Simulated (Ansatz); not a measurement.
A geometry relaxed with B3LYP-D3(BJ)/def2-TZVP in Ansatz (an electronic-structure program), charge 0, multiplicity 1:

```xyz
15

H     -2.0595    -0.0549    -0.5383
H     -0.7417     1.9846     0.2131
C      0.1867     1.4356     0.0340
H      1.1152    -1.8958     0.1996
H      0.9410     1.8010     0.7316
H     -1.2270     0.1386     1.7757
H     -1.2875    -1.6481    -0.5391
H     -0.8414    -0.4394    -1.7562
C      1.2729    -0.8312     0.0237
C     -1.1185    -0.5844    -0.7102
H      1.6441    -0.6964    -0.9932
C     -0.0281    -0.0656     0.2275
O     -0.4028    -0.3264     1.5923
H      0.5148     1.6596    -0.9829
H      2.0317    -0.4772     0.7223
```

Write the SMILES of this molecule.

`CC(C)(C)O`
